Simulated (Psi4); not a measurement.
C2H3N3 (SMILES c1nc[nH]n1), singlet, at a GFN2-xTB geometry; M06-2X/def2-SV(P) (Psi4).

The Psi4 input:
```
memory 2 GB

molecule mol {
0 1
C     1.119237   -0.032724   -0.006975
N     0.422048    1.122490    0.014176
C    -0.824876    0.727488    0.015557
N    -0.876411   -0.618528   -0.004078
N     0.368888   -1.107154   -0.018536
H     2.188396   -0.069920   -0.013726
H    -1.685790    1.363166    0.029964
H    -1.670450   -1.239476   -0.008669
}

set {
  basis def2-sv(p)
  reference rks
}

energy('m06-2x')
print_variables()
```

It wrote (shortened):

```
   => Loading Basis Set <=

    Name: DEF2-SV(P)
    Role: ORBITAL
    Keyword: BASIS

         ---------------------------------------------------------
                                   SCF
               by Justin Turney, Rob Parrish, Andy Simmonett
                          and Daniel G. A. Smith
                              RKS Reference
         ---------------------------------------------------------

  ==> Geometry <==

    Molecular point group: c1
    Full point group: C1

    Geometry (in Angstrom), charge = 0, multiplicity = 1:

       Center              X                  Y                   Z               Mass
    ------------   -----------------  -----------------  -----------------  -----------------
         C            1.102456012424    -0.031924618472    -0.006865693670    12.000000000000
         N            0.405267012424     1.123289381528     0.014285306330    14.003074004430
         C           -0.841656987576     0.728287381528     0.015666306330    12.000000000000
         N           -0.893191987576    -0.617728618472    -0.003968693670    14.003074004430
         N            0.352107012424    -1.106354618472    -0.018426693670    14.003074004430
         H            2.171615012424    -0.069120618472    -0.013616693670     1.007825032230
         H           -1.702570987576     1.363965381528     0.030073306330     1.007825032230
         H           -1.687230987576    -1.238676618472    -0.008559693670     1.007825032230

  Running in c1 symmetry.

  Rotational constants: A =      0.34642  B =      0.33620  C =      0.17062 [cm^-1]
  Rotational constants: A =  10385.39771  B =  10078.99653  C =   5114.95167 [MHz]
  Nuclear repulsion =  166.771672987011215

  Charge       = 0
  Multiplicity = 1
  Electrons    = 36
  Nalpha       = 18
  Nbeta        = 18

  ==> Algorithm <==

  SCF Algorithm Type is DF.
  DIIS enabled.
  MOM disabled.
  Fractional occupation disabled.
  Guess Type is SAD.
  Energy threshold   = 1.00e-06
  Density threshold  = 1.00e-06
  Integral threshold = 1.00e-12

  ==> Primary Basis <==

  Basis Set: DEF2-SV(P)
    Blend: DEF2-SV(P)
    Number of shells: 36
    Number of basis functions: 76
    Number of Cartesian functions: 81
    Spherical Harmonics?: true
    Max angular momentum: 2

  ==> DFT Potential <==

   => LibXC <=

    Version 7.1.2
    S. Lehtola, C. Steigemann, M. J. T. Oliveira, and M. A. L. Marques,  SoftwareX 7, 1–5 (2018) (10.1016/j.softx.2017.11.002)

   => Composite Functional: M06-2X <=

    Hybrid M06-2X Meta-GGA XC Functional  (10.1007/s00214-007-0310-x)
    Y. Zhao and D. G. Truhlar,  Theor. Chem. Acc., 120, 215, 2008

    Deriv               =              1
    GGA                 =           TRUE
    Meta                =           TRUE

    Exchange Hybrid     =           TRUE
    MP2 Hybrid          =          FALSE

   => Exchange Functionals <=

    1.0000   XC_HYB_MGGA_X_M06_2X

   => Exact (HF) Exchange <=

    0.5400               HF

   => Correlation Functionals <=

    1.0000   XC_MGGA_C_M06_2X

   => LibXC Density Thresholds  <==

    XC_MGGA_C_M06_2X:  1.00E-12
    XC_HYB_MGGA_X_M06_2X:  1.00E-15

   => Molecular Quadrature <=

    Radial Scheme          =       TREUTLER
    Pruning Scheme         =           NONE
    Nuclear Scheme         =       TREUTLER

    Blocking Scheme        =         OCTREE
    BS radius alpha        =              1
    Pruning alpha          =              1
    Radial Points          =             75
    Spherical Points       =            302
    Total Points           =         170364
    Total Blocks           =           1324
    Max Points             =            256
    Max Functions          =             76
    Weights Tolerance      =       1.00E-15

   => Loading Basis Set <=

    Name: (DEF2-SV(P) AUX)
    Role: JKFIT
    Keyword: DF_BASIS_SCF

  ==> Integral Setup <==

  SCF_SUBTYPE=INCORE selected. In-core MEM_DF algorithm will be used.
  Using in-core AOs.

  ==> MemDFJK: Density-Fitted J/K Matrices <==

    J tasked:                   Yes
    K tasked:                   Yes
    wK tasked:                   No
    Algorithm:                 Core
    Schwarz Cutoff:           1E-12
    Mask sparsity (%):       0.1731
    Fitting Condition:        1E-10

   => Auxiliary Basis Set <=

  Basis Set: (DEF2-SV(P) AUX)
    Blend: DEF2-UNIVERSAL-JKFIT
    Number of shells: 143
    Number of basis functions: 435
    Number of Cartesian functions: 517
    Spherical Harmonics?: true
    Max angular momentum: 4

  Minimum eigenvalue in the overlap matrix is 2.6621286666E-03.
  Reciprocal condition number of the overlap matrix is 4.5783947447E-04.
    Using symmetric orthogonalization.

  ==> Pre-Iterations <==

  SCF Guess: Superposition of Atomic Densities via on-the-fly atomic UHF (no occupation information).

   -------------------------
    Irrep   Nso     Nmo
   -------------------------
     A         76      76
   -------------------------
    Total      76      76
   -------------------------

  ==> Iterations <==

                           Total Energy        Delta E     RMS |[F,P]|

   @DF-RKS iter SAD:  -241.94915654613317   -2.41949e+02   0.00000e+00
   @DF-RKS iter   1:  -241.83834952572454    1.10807e-01   6.39313e-03 DIIS/ADIIS
   @DF-RKS iter   2:  -241.85917173845871   -2.08222e-02   6.23987e-03 DIIS/ADIIS
   @DF-RKS iter   3:  -241.95839889563081   -9.92272e-02   1.25336e-03 DIIS/ADIIS
   @DF-RKS iter   4:  -241.96210498132311   -3.70609e-03   3.73133e-04 DIIS/ADIIS
   @DF-RKS iter   5:  -241.96242659592343   -3.21615e-04   1.30266e-04 DIIS/ADIIS
   @DF-RKS iter   6:  -241.96246683515420   -4.02392e-05   3.78140e-05 DIIS
   @DF-RKS iter   7:  -241.96247081323637   -3.97808e-06   1.08191e-05 DIIS
   @DF-RKS iter   8:  -241.96247109879656   -2.85560e-07   4.65850e-06 DIIS
   @DF-RKS iter   9:  -241.96247116776757   -6.89710e-08   5.85300e-07 DIIS
  Energy and wave function converged.

  ==> Post-Iterations <==

   Electrons on quadrature grid:
      Ntotal   =   36.0000008083 ; deviation = 8.083e-07

    Orbital Energies [Eh]
    ---------------------

    Doubly Occupied:

[...]
    Virtual:

[...]
      76A      3.413946

    Final Occupation by Irrep:
              A
    DOCC [    18 ]
    NA   [    18 ]
    NB   [    18 ]

  @DF-RKS Final Energy:  -241.96247116776757

   => Energetics <=

    Nuclear Repulsion Energy =            166.7716729870112147
    One-Electron Energy =                -656.7661444867785576
    Two-Electron Energy =                 263.7642701635024878
    DFT Exchange-Correlation Energy =     -15.7322698315027392
    Empirical Dispersion Energy =           0.0000000000000000
    VV10 Nonlocal Energy =                  0.0000000000000000
    Total Energy =                       -241.9624711677675748

Computation Completed

Properties will be evaluated at   0.000000,   0.000000,   0.000000 [a0]

Properties computed using the SCF density matrix

 Multipole Moments:

 ------------------------------------------------------------------------------------
     Multipole            Electronic (a.u.)      Nuclear  (a.u.)        Total (a.u.)
 ------------------------------------------------------------------------------------

 L = 1.  Multiply by 2.5417464519 to convert [e a0] to [Debye]
 Dipole X            :          0.0174585           -1.1416186           -1.1241601
 Dipole Y            :         -0.3450760            0.0544009           -0.2906750
 Dipole Z            :         -0.0052120            0.0074267            0.0022146
 Magnitude           :                                                    1.1611343

 ------------------------------------------------------------------------------------

  Variable Map:
  ----------------------------------------------------------------------------
[...]
  Array Variable Map:
  ----------------------------------------------------------------------------
[...]
[...]
```
